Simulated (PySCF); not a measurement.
Atom-mapped SMILES (the numbers label the heavy atoms): `[cH:1]1[cH:2][s:3][c:4]([CH:5]2[CH2:6][CH2:7]2)[cH:8]1`; H(Xn) means a hydrogen on atom n. Ha(C6), Ha(C7) are cis to C4 on the ring; Hb(C6), Hb(C7) are trans to C4 on the ring.

Geometry: PBE0-D3(BJ)/def2-SVP; GIAO absolute shieldings from PySCF, gas phase, non-relativistic, averaged over equivalent atoms.

At PBE0/pcSseg-1 (183 basis functions, 19 s wall time on 1 thread of an Arm Neoverse V2, shared host):
```tsv
atoms	σ (ppm)
C4	24.9
C1	53.3
C8	56.3
C2	56.5
C6/C7	168.0
C5	168.6
S3	298.5
H(C8)	24.26
H(C1)	24.39
H(C2)	24.43
H(C5)	29.34
Hb(C6)/Hb(C7)	30.17
Ha(C6)/Ha(C7)	30.65
```

Problem. Estimate the result of repeating the calculation with wB97X-D/pcSseg-1.

Solution. 
```
        atoms  σ at wB97X-D/pcSseg-1  change
           C4                   22.6    -2.3
           C1                   52.1    -1.2
           C8                   55.6    -0.7
           C2                   54.3    -2.2
        C6/C7                  168.8    +0.8
           C5                  169.7    +1.1
           S3                  293.4    -5.1
        H(C8)                  24.40   +0.14
        H(C1)                  24.52   +0.13
        H(C2)                  24.50   +0.07
        H(C5)                  29.51   +0.17
Hb(C6)/Hb(C7)                  30.32   +0.15
Ha(C6)/Ha(C7)                  30.75   +0.10
```

The largest change is at S3 (aromatic ring sulfur). Cost: 183 basis functions, 24 s wall time on 1 thread of an Arm Neoverse V2, shared host. The order of the carbon signals changes between the two levels.
